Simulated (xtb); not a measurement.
xtb input (GFN2-xTB):

```bash
xtb mol.xyz --gfn 2 --ohess tight --chrg -1 --uhf 0
```
mol.xyz:
```
8

C     -1.14611046     0.24538077    -0.02505336
C      0.32337133     0.61194558    -0.01281355
C      1.32392899    -0.26133127     0.04444538
Cl     2.94408791     0.17410968     0.01753051
H     -1.62583430     0.59072264    -0.99445582
H     -1.63115756     0.70797767     0.81009236
H     -1.27118441    -0.85136048     0.02712929
H      1.13776967    -1.35427535     0.14928196
```

Output:

```
           -------------------------------------------------
          |                Calculation Setup                |
           -------------------------------------------------

           -------------------------------------------------
          |                 G F N 2 - x T B                 |
           -------------------------------------------------

        Reference                      10.1021/acs.jctc.8b01176
      * Hamiltonian:
        H0-scaling (s, p, d)           1.850000    2.230000    2.230000
        zeta-weighting                 0.500000
      * Dispersion:
        s8                             2.700000
        a1                             0.520000
        a2                             5.000000
        s9                             5.000000
      * Repulsion:
        kExp                           1.500000    1.000000
        rExp                           1.000000
      * Coulomb:
        alpha                          2.000000
        third order                    shell-resolved
        anisotropic                    true
        a3                             3.000000
        a5                             4.000000
        cn-shift                       1.200000
        cn-exp                         4.000000
        max-rad                        5.000000

          ...................................................
          :                      SETUP                      :
          :.................................................:
          :  # basis functions                  26          :
          :  # atomic orbitals                  25          :
          :  # shells                           13          :
          :  # electrons                        24          :
          :  max. iterations                   250          :
          :  Hamiltonian                  GFN2-xTB          :
          :  restarted?                      false          :
          :  GBSA solvation                  false          :
          :  PC potential                    false          :
          :  electronic temp.          300.0000000     K    :
          :  accuracy                    1.0000000          :
          :  -> integral cutoff          0.2500000E+02      :
          :  -> integral neglect         0.1000000E-07      :
          :  -> SCF convergence          0.1000000E-05 Eh   :
          :  -> wf. convergence          0.1000000E-03 e    :
          :  Broyden damping             0.4000000          :
          :  net charge                         -1          :
          :  unpaired electrons                  0          :
          ...................................................

 iter      E             dE          RMSdq      gap      omega  full diag
   1    -13.1532341 -0.131532E+02  0.575E+00    3.72       0.0  T
   2    -13.2018677 -0.486335E-01  0.407E+00    3.17       1.0  T
   3    -13.2194794 -0.176117E-01  0.202E+00    3.57       1.0  T
   4    -13.2238758 -0.439641E-02  0.813E-01    3.39       1.0  T
   5    -13.2254538 -0.157800E-02  0.315E-01    3.47       1.0  T
   6    -13.2256235 -0.169715E-03  0.230E-01    3.46       1.0  T
[...]
      molecular mass/u    :       75.5169083
   center of mass at/Å    :        1.4176455       0.1640243       0.0129940
  moments of inertia/u·Å² :        0.1101233E+02   0.2045355E+03   0.2124146E+03
rotational constants/cm⁻¹ :        0.1530796E+01   0.8241909E-01   0.7936191E-01

 * 4 selected distances

     #   Z          #   Z                                           value/Å
     2   6 C        3   6 C                                       1.3150470 (max)
     1   6 C        5   1 H                                       1.0958348 (min)
     1   6 C        6   1 H                                       1.0959116
     1   6 C        7   1 H                                       1.1110930

 * 2 distinct bonds (by element types)

   Z      Z             #   av. dist./Å        max./Å        min./Å
   1 H    6 C           3     1.1009465     1.1110930     1.0958348
   6 C    6 C           1     1.3150470     1.3150470     1.3150470

           -------------------------------------------------
Molecule has the following symmetry elements: (sigma)
It seems to be the Cs point group
          |               Frequency Printout                |
           -------------------------------------------------
 projected vibrational frequencies (cm⁻¹)
eigval :       -0.00    -0.00    -0.00    -0.00    -0.00     0.00
eigval :      170.50   209.09   238.42   355.36   674.29   734.90
eigval :      930.68   976.29  1029.27  1177.34  1375.95  1513.07
eigval :     1515.66  1574.70  2597.59  2685.07  2901.22  2924.63
 reduced masses (amu)
   1:  6.61   2: 14.50   3: 31.11   4: 14.28   5: 26.48   6: 21.20   7:  3.77   8: 11.84
   9: 11.58  10: 22.26  11: 12.63  12:  3.96  13:  9.22  14:  4.22  15:  5.71  16:  2.62
  17:  2.86  18:  2.23  19:  1.64  20: 11.09  21:  1.74  22:  1.67  23:  1.91  24:  1.40
 IR intensities (km·mol⁻¹)
   1:  5.91   2:  3.13   3:  9.04   4:  6.15   5: 12.03   6: 12.53   7:  8.25   8: 20.14
   9:  0.43  10:  1.51  11: 94.29  12: 11.13  13: 34.32  14:  3.73  15: 17.82  16:207.41
  17: 47.74  18:  4.99  19:  3.80  20: 20.21  21:190.07  22:375.30  23:151.97  24:163.29
 Raman intensities (Ä⁴*amu⁻¹)
   1:  0.00   2:  0.00   3:  0.00   4:  0.00   5:  0.00   6:  0.00   7:  0.00   8:  0.00
   9:  0.00  10:  0.00  11:  0.00  12:  0.00  13:  0.00  14:  0.00  15:  0.00  16:  0.00
  17:  0.00  18:  0.00  19:  0.00  20:  0.00  21:  0.00  22:  0.00  23:  0.00  24:  0.00
 output can be read by thermo (or use thermo option).
 writing <g98.out> molden fake output.
 recommended (thermochemical) frequency scaling factor: 1.0
           -------------------------------------------------
          |             Thermodynamic Functions             |
           -------------------------------------------------

cs  symmetry found (for desy threshold:  0.10E+00) used in thermo

          ...................................................
          :                      SETUP                      :
          :.................................................:
          :  # frequencies                          18      :
          :  # imaginary freq.                       0      :
          :  linear?                             false      :
          :  only rotor calc.                    false      :
          :  symmetry                               cs      :
          :  rotational number                       1      :
          :  scaling factor                  1.0000000      :
          :  rotor cutoff                   50.0000000 cm⁻¹ :
          :  imag. cutoff                  -20.0000000 cm⁻¹ :
          :.................................................:

    mode    ω/cm⁻¹     T·S(HO)/kcal·mol⁻¹    T·S(FR)/kcal·mol⁻¹   T·S(vib)
   ------------------------------------------------------------------------
       1    170.50    -0.72448 ( 99.27%)    -0.69293 (  0.73%)    -0.72425
       2    209.09    -0.61168 ( 99.67%)    -0.63254 (  0.33%)    -0.61175
       3    238.42    -0.54104 ( 99.81%)    -0.59367 (  0.19%)    -0.54114
   ------------------------------------------------------------------------

   temp. (K)  partition function   enthalpy   heat capacity  entropy
                                   cal/mol     cal/K/mol   cal/K/mol   J/K/mol
 298.15  VIB   5.55                 1504.207     10.431      8.450
         ROT  0.528E+05              888.752      2.981     24.592
         INT  0.293E+06             2392.960     13.412     33.042
         TR   0.635E+27             1481.254      4.968     38.863
         TOT                        3874.2135    18.3804    71.9056   300.8530

       T/K    H(0)-H(T)+PV         H(T)/Eh          T*S/Eh         G(T)/Eh
   ------------------------------------------------------------------------
    298.15    0.617395E-02    0.599023E-01    0.341647E-01    0.257376E-01
   ------------------------------------------------------------------------

         :::::::::::::::::::::::::::::::::::::::::::::::::::::
         ::                  THERMODYNAMIC                  ::
         :::::::::::::::::::::::::::::::::::::::::::::::::::::
         :: total free energy         -13.081405259075 Eh   ::
         ::.................................................::
Note: The following floating-point exceptions are signalling: IEEE_UNDERFLOW_FLAG IEEE_DENORMAL
normal termination of xtb
         :: total energy              -13.107142901554 Eh   ::
         :: zero point energy           0.053728359809 Eh   ::
         :: G(RRHO) w/o ZPVE           -0.027990717330 Eh   ::
         :: G(RRHO) contrib.            0.025737642479 Eh   ::
         :::::::::::::::::::::::::::::::::::::::::::::::::::::

optimized geometry written to: xtbopt.xyz

           -------------------------------------------------
          | TOTAL ENERGY              -13.107142901554 Eh   |
          | TOTAL ENTHALPY            -13.047240589550 Eh   |
          | TOTAL FREE ENERGY         -13.081405259075 Eh   |
          | GRADIENT NORM               0.000139527112 Eh/α |
          | HOMO-LUMO GAP               4.139141864564 eV   |
           -------------------------------------------------

------------------------------------------------------------------------
------------------------------------------------------------------------
 total:
 SCF:
 ANC optimizer:
 analytical hessian:
```

It need not be the lowest isomer of its formula. Whether it binds its extra electron was not tested at this geometry.
